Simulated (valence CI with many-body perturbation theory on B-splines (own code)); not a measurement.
# Valence orbitals of Pt⁵⁶⁺

Level of theory: valence CI with perturbative core correlation (CI+MBPT): four valence electrons over a frozen Dirac-Fock core [Ar], radial functions for each j: 9 s, 9 p, 10 d, 8 f, 5 g, 3 h, 1 i, with the one-electron correlation potential Σ1 (screened to all orders), the two-electron term Σ2, the three-electron term Σ3, Breit, model QED; selected single and double excitations, second order for the rest (own B-spline code, finite nucleus).

No measured spectrum was set against this ion. As an estimate, large intervals hold to a few tenths of a per cent, small ones and those within an open d or f shell to about a per cent. The list stops below the first excitations out of the core. Only levels of the ground parity were solved; by the run's estimate the other parity begins above the list, which can be wrong where configurations are misplaced.

These are the spectroscopic orbitals of the CI (the correlating ones are not listed), shaped by the core and the other valence electrons. h is the expectation value of the core's Dirac-Fock operator, without the valence repulsion; Σ1 is computed up to l = 3 at one energy for each symmetry, that of its lowest orbital but kept below the first core excitation, so for empty shells it is not the orbital's own correlation shift; Breit and QED include the response of the core.

```csv
Orbital,h (hartree),Σ1 (cm⁻¹),Breit (cm⁻¹),QED (cm⁻¹),⟨r⟩ (bohr)
4s1/2,-135.45,-8529,19850,15500,0.3431
5s1/2,-83.332,-3292,9558,7643,0.5571
6s1/2,-56.42,-1656,5228,4276,0.8248
4p1/2,-132.03,-11302,31714,928,0.3363
5p1/2,-81.629,-4093,15590,477,0.5533
6p1/2,-55.456,-2017,8607,272,0.8240
4p3/2,-125.78,-10258,17888,2182,0.3545
5p3/2,-78.572,-3920,8922,1108,0.5758
6p3/2,-53.737,-1970,5500,631,0.8511
3d3/2,-224.44,-22191,39578,-2610,0.1552
4d3/2,-121.15,-11295,15127,-740,0.3327
5d3/2,-76.332,-4348,7379,-332,0.5604
3d5/2,-220.72,-19659,21320,-584,0.1591
4d5/2,-119.73,-10574,8123,-16.3,0.3375
5d5/2,-75.619,-4010,3927,23.3,0.5663
4f5/2,-115.6,-28949,2537,-589,0.2984
5f5/2,-73.708,-11196,1106,-276,0.5317
4f7/2,-115.07,-22077,267,-267,0.3007
5f7/2,-73.422,-8570,206,-112,0.5344
5g7/2,-72.293,,236,-87.2,0.4763
5g9/2,-72.154,,-36.8,-5.1,0.4778
```

Among the shells of the start configuration 3d4, Σ1 is largest in size for 3d3/2, where it is 0.045 % of h.

Lowest root of each symmetry, sizes in configuration state functions:

| J | Parity | Roots | Reference | Variational | Second order | Change by selected CI (cm⁻¹) | Change by second order (cm⁻¹) |
| --- | --- | --- | --- | --- | --- | --- | --- |
| 0 | even | 4 | 19 | 7005 | 13322 | -13981 | -1 |
| 1 | even | 3 | 43 | 16498 | 5705 | -11690 | -2 |
| 2 | even | 6 | 61 | 24437 | 8492 | -13724 | -6 |
| 3 | even | 4 | 57 | 23567 | 14088 | -14032 | -14 |
| 4 | even | 5 | 48 | 23658 | 13961 | -13210 | -18 |
| 5 | even | 2 | 29 | 22487 | 10468 | -11819 | -8 |
| 6 | even | 2 | 15 | 18984 | 7408 | -12116 | -6 |
